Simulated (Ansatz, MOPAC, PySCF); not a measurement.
Complex: PH3 (SMILES P) (first 4 atoms) with AsH3 (SMILES [AsH3]); geometry from B3LYP-D3(BJ)/def2-TZVP.
(charge 0, multiplicity 1):
```xyz
8

P     -0.5518     0.1766     0.2743
H      0.7162    -0.4564     0.2556
H     -1.2642    -1.0484     0.2453
H     -0.5941     0.3428    -1.1351
As    -0.4515    -0.2415     3.8900
H     -1.8152     0.4360     3.9278
H      0.2822     1.0922     3.9484
H     -0.4163    -0.4018     5.4082
```

Interaction energies are E(AB) − E(A) − E(B) at the monomers' geometry in the complex; basis-set methods are counterpoise corrected.

Frozen-core correlation. Filled d and f shells under p-block atoms count as core. The state that PM3 reach isn't checked.

Programs: Ansatz (Gaussian basis) for Hartree–Fock, density functionals and correlated methods; MOPAC for PM3 (differences of heats of formation); PySCF for the dispersion terms. 

One of these levels gives -1.23 kcal/mol for the interaction energy. Which?
A. PBE-D3(BJ)/def2-TZVPPD
B. PM3
C. r2SCAN-D4/def2-TZVPPD
D. SCS-MP2/def2-SVPD

C, r2SCAN-D4/def2-TZVPPD. The others give 3.39 (PM3), -1.75 (PBE-D3(BJ)/def2-TZVPPD), -0.47 (SCS-MP2/def2-SVPD)

Ansatz is a program for electronic structure.
